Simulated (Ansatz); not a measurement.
Input file for `[CH3][Ga]([CH3])[F]`:

```yaml
crystal:
  periodic: [false, false, false]
  atoms:
    - {symbol: C, position_ang: [-0.833494, 1.374870, -0.821892]}
    - {symbol: Ga, position_ang: [-0.050557, -0.361585, -0.384935]}
    - {symbol: C, position_ang: [0.893935, -1.067179, 1.173735]}
    - {symbol: F, position_ang: [-0.228482, -1.551833, -1.687985]}
    - {symbol: H, position_ang: [-1.525865, 1.697791, -0.041349]}
    - {symbol: H, position_ang: [-0.051814, 2.134572, -0.900654]}
    - {symbol: H, position_ang: [-1.365522, 1.319983, -1.771656]}
    - {symbol: H, position_ang: [1.089036, -2.131932, 1.045869]}
    - {symbol: H, position_ang: [1.846620, -0.548740, 1.307652]}
    - {symbol: H, position_ang: [0.309241, -0.917045, 2.084014]}
basis:
  gaussian: {orbitals: def2-TZVPP}
correlation: {method: ccsd_t}
output: {orbitals: {seedname: orbitals}}
```

```sh
$ ansatz run in.yaml --threads 4 --pin off --events-out ev --progress --plain
```

The program prints (abridged):

```
Functional definition: HF
1346 factors; integrals over basis functions are off by at most 1.2e-3 eV
mean field evaluation 1: about -57195.6828 eV, gradient 4.4e1 eV
mean field evaluation 2: about -57195.7652 eV, gradient 4.4e1 eV
mean field evaluation 4: about -57199.6010 eV, gradient 4.2e0 eV
mean field evaluation 8: about -57199.6584 eV, gradient 3.4e-1 eV
mean field evaluation 16: about -57199.6597 eV, gradient 5.2e-7 eV
mean field -57199.65970351 eV, -2102.0487227823 hartree, gradient 5.2e-7 eV, S^2 0.000000; 0 other end points of the search recorded, 0 dependent functions left out
12 core orbitals not correlated: weight in the atoms' cores, before any rotation towards them, 1.000 or more for the frozen orbitals, at most 0.000 for the correlated occupied ones
reference -57199.65970351 eV, -2102.0487227823 hartree; 17, 17 occupied and 196, 196 virtual orbitals, 1346 factors
second order -22.88768609 eV of doubles, -0.00000000 eV of singles
cycle   1  -22.78407479 eV  change    1.0e-1 eV  update   1.1e-1
cycle   2  -23.37256653 eV  change   -5.9e-1 eV  update   3.4e-2
cycle   3  -23.49680645 eV  change   -1.2e-1 eV  update   1.7e-2
cycle   4  -23.48945886 eV  change    7.3e-3 eV  update   4.2e-3
cycle   5  -23.48684308 eV  change    2.6e-3 eV  update   2.0e-3
cycle   6  -23.48749021 eV  change   -6.5e-4 eV  update   6.0e-4
cycle   7  -23.48737937 eV  change    1.1e-4 eV  update   2.3e-4
cycle   8  -23.48730875 eV  change    7.1e-5 eV  update   7.4e-5
cycle   9  -23.48732311 eV  change   -1.4e-5 eV  update   2.8e-5
perturbative correction -0.84689923 eV, -0.0311229728 hartree
Total energy: -57223.99392585 eV, -2102.9429889588 hartree
```

It took 29 s on 4 threads of a server CPU on a shared host, with 4.1 GiB of host memory at the peak.

MP2 recovers 94.1 % of the CCSD(T) correlation energy and the triples give 3.5 %; T1 = 0.0124.
